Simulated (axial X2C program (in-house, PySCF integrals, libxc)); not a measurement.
# Outer orbitals of InI⁻ at 3.014 Å, HF

Computed with an in-house relativistic program for diatomic molecules. Spin-free means the one-electron spin-free X2C Hamiltonian; two-component (2c) means X2C with spin–orbit coupling and atomic mean-field two-electron Coulomb and Gaunt terms, so the difference of the two also holds small scalar two-electron terms. Basis: I dyall-acv3z [12s13p9d5f1g], In dyall-acv3z [12s13p10d5f1g] (cores contracted in-house); Gaussian nuclei, density fitting, unrestricted open shells. Masses: I 126.904 u, In 114.904 u.

The distance is close to the 2c PBE0 minimum; the highest filled and lowest empty levels are listed.

Spin-free orbitals, state M_S = 1/2, Λ = 1 (beyond evenly filled blocks: π+α) (Löwdin shares):

```csv
symmetry,occupied,ε (eV),atomic character
σα,yes,-23.13,99% In d
σβ,yes,-23.12,99% In d
δ+α,yes,-23.12,100% In d
π+α,yes,-23.08,100% In d
δ-α,yes,-23.06,100% In d
π-α,yes,-23.06,100% In d
π-β,yes,-23.05,100% In d
π+β,yes,-23.05,100% In d
δ+β,yes,-23.04,100% In d
δ-β,yes,-23.04,100% In d
σα,yes,-18.41,"83% I s, 6% In d, 5% In p"
σβ,yes,-18.37,"83% I s, 6% In d, 5% In p"
σα,yes,-7.89,"55% In s, 39% I p, 3% I d"
σβ,yes,-7.15,"52% I p, 43% In s, 2% I d"
π+α,yes,-5.21,"89% I p, 4% In p, 3% In f"
π-α,yes,-5.07,"90% I p, 4% In d, 4% In f"
π+β,yes,-5.06,"90% I p, 4% In d, 4% In f"
π-β,yes,-5.06,"90% I p, 4% In d, 4% In f"
σα,yes,-4.40,"50% I p, 25% In s, 18% In p"
σβ,yes,-3.97,"38% In s, 37% I p, 19% In p"
π+α,yes,-0.76,"84% In p, 5% I d, 5% In d"
σα,no,2.74,"90% In p, 8% In s"
π-α,no,2.74,98% In p
σβ,no,2.77,"93% In p, 5% In s"
π-β,no,2.80,99% In p
π+β,no,2.80,99% In p
```

Spinors with spin–orbit coupling (state Ω = 1/2):

```tsv
ω	occupied	ε (eV)	atomic character	λ mixture
3/2	yes	-23.56	100% In d	82% δ, 18% π
1/2	yes	-23.55	100% In d	58% π, 42% σ
-1/2	yes	-23.53	100% In d	56% π, 44% σ
-3/2	yes	-23.49	100% In d	79% δ, 21% π
1/2	yes	-22.63	99% In d	58% σ, 42% π
-1/2	yes	-22.62	100% In d	56% σ, 44% π
3/2	yes	-22.58	100% In d	82% π, 18% δ
-5/2	yes	-22.58	100% In d	100% δ
-3/2	yes	-22.58	100% In d	79% π, 21% δ
5/2	yes	-22.56	100% In d	100% δ
-1/2	yes	-18.38	83% I s, 6% In d, 5% In p	100% σ
1/2	yes	-18.35	83% I s, 6% In d, 5% In p	100% σ
-1/2	yes	-7.88	53% In s, 41% I p, 3% I d	99% σ, 1% π
1/2	yes	-7.15	56% I p, 38% In s, 2% I d	96% σ, 4% π
1/2	yes	-5.56	83% I p, 7% In s, 4% In p	92% π, 8% σ
-1/2	yes	-5.55	83% I p, 6% In s, 3% In d	87% π, 13% σ
-3/2	yes	-4.69	89% I p, 4% In d, 4% In f	100% π
3/2	yes	-4.68	90% I p, 4% In d, 4% In f	100% π
-1/2	yes	-4.21	55% I p, 20% In s, 17% In p	88% σ, 12% π
1/2	yes	-3.84	39% I p, 36% In s, 19% In p	96% σ, 4% π
1/2	yes	-0.84	84% In p, 5% I d, 4% In d	100% π
-1/2	no	2.74	91% In p, 8% In s	100% σ
-3/2	no	2.75	98% In p	100% π
1/2	no	2.77	94% In p, 5% In s	100% σ
-1/2	no	2.80	99% In p	100% π
3/2	no	2.80	99% In p	100% π
```

(1) How does the gap between the highest filled and lowest empty level change from the spin-free to the 2c table?

Mulliken charges and populations of the two-component result (they depend on the basis, above all on diffuse functions):

I -0.70 e (s 9.99 p 23.69 d 20.01), In -0.30 e (s 9.93 p 19.31 d 20.05 f 0.01). ⟨Lz⟩ = 1.00 ħ and ⟨Sz⟩ = -0.50 ħ (0.02 and -0.52 on the two atoms), which add up to Ω.

One determinant describes the state; a PBE0 search over occupations chose it and may have missed a lower one.

Answers

(1) From 3.50 to 3.58 eV at HF, a change of 0.08 eV.
